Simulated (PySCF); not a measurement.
Atom-mapped SMILES (the numbers label the heavy atoms): `[CH3:1][NH:2][c:3]1[cH:4][cH:5][cH:6][n:7][cH:8]1`. Hydrogens are named by the atom that carries them.

GIAO PBE0/pcSseg-1 shifts (PySCF, gas phase, non-relativistic, equivalent atoms averaged), each against references optimised in the same way as the molecule (TMS, NH3).

On the GFN2-xTB geometry: C3 148.6, C6 143.5, C8 141.5, C5 128.7, C4 117.6, C1 31.2, N7 362.2, N2 70.5, H(C6) 8.26, H(C8) 8.23, H(C5) 7.26, H(C4) 6.81, H(N2) 3.16, H(C1) 2.94 ppm.

Question: What changes on the PBE0-D3(BJ)/def2-SVP geometry?

Answer: 
```
atoms  δ (ppm)  change
   C3    147.2    -1.4
   C6    142.7    -0.8
   C8    140.3    -1.2
   C5    128.7    +0.0
   C4    116.3    -1.3
   C1     29.5    -1.7
   N7    364.6    +2.4
   N2     67.9    -2.6
H(C6)     8.08   -0.18
H(C8)     8.02   -0.21
H(C5)     7.02   -0.24
H(C4)     6.56   -0.25
H(N2)     2.99   -0.17
H(C1)     2.75   -0.19
```

Bonds between heavy atoms that differ most (equivalent bonds averaged): C8–C3 1.404 → 1.414 Å, C6–N7 1.325 → 1.334 Å, C1–N2 1.442 → 1.433 Å, C4–C5 1.384 → 1.392 Å, C3–C4 1.398 → 1.404 Å. Mean change of bonds to hydrogen: C–H +0.012 Å, N–H +0.002 Å.
